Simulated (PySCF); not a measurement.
The scaffold SiH2Cl-X carries different groups X. All species are isolated molecules in the gas phase. One relaxed conformer stands for each flexible species; it need not be the lowest. Strings in code marks are SMILES.

The numbers are results of PySCF with PBE-D3(BJ)/def2-TZVP // PBE0-D4/def2-TZVP, not measurements. Excitations are Tamm–Dancoff values on a coarser integration grid. The basis has no diffuse functions, so Rydberg states are missing or too high.

```csv
species,T1 excitation (TDA) (eV),HOMO–LUMO gap (eV)
X = H (`[SiH3]Cl`),6.46,6.69
X = bromo (`Br[SiH2]Cl`),5.96,6.17
X = dimethylamino,5.26,5.41
X = vinyl (`C=C[SiH2]Cl` (C–C–Si–Cl torsion 119°)),4.36,5.30
"X = hydroxymethyl (`OC[SiH2]Cl` (H–O–C–Si torsion -176°, O–C–Si–Cl torsion 67°))",5.92,6.05
X = thioformyl (`S=C[SiH2]Cl` (S–C–Si–Cl torsion 180°)),1.26,1.59
```
